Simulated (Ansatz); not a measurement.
The same path of H4OSn (6 atoms, charge 0, multiplicity 1) was run twice with different band settings. Lost on the way: Sn1–H2, Sn1–H3. Made: H2–H3.

All numbers below come from RKS B3LYP/def2-SVP (Ansatz).

Relaxed end points:

```xyz
6
Properties=species:S:1:pos:R:3
Sn 0.297 0.008 0.248
H 0.324 0.035 1.971
H 1.869 -0.060 -0.425
H -0.620 1.333 -0.365
O -0.526 -1.709 -0.378
H -1.406 -1.853 0.000
```

```xyz
6
Properties=species:S:1:pos:R:3
Sn -1.047 0.123 0.485
H 1.825 0.098 1.443
H 1.895 0.341 0.724
H -0.237 1.052 -0.816
O -1.048 -1.560 -0.632
H -1.451 -2.298 -0.152
```

Common settings: movable images 9; climbing image yes; optimiser quadratic models (default); start path through a guess of the saddle point; force threshold 0.05 eV/Å; iteration limit 60; end points relaxed.

| run | spring |
| --- | --- |
| 1 | 5.0 eV/Å² |
| 2 | 50.0 eV/Å² |

(1) What does each run give, and how far can it be trusted?

Answers

(1) Run 1: converged after 10 iterations, highest image 2.267 eV above the first end. A vibrational analysis at the climbing image gives one clearly imaginary mode, 1241i cm⁻¹: a first-order saddle point.
Run 2: converged after 10 iterations, highest image 2.267 eV above the first end. Another band between the same ends (9 images) ends at a top of the same energy, where a vibrational analysis finds 1 clearly imaginary mode.
The orbitals stay closed-shell, which can raise the energy where a bond breaks towards radicals; this wasn't checked here.
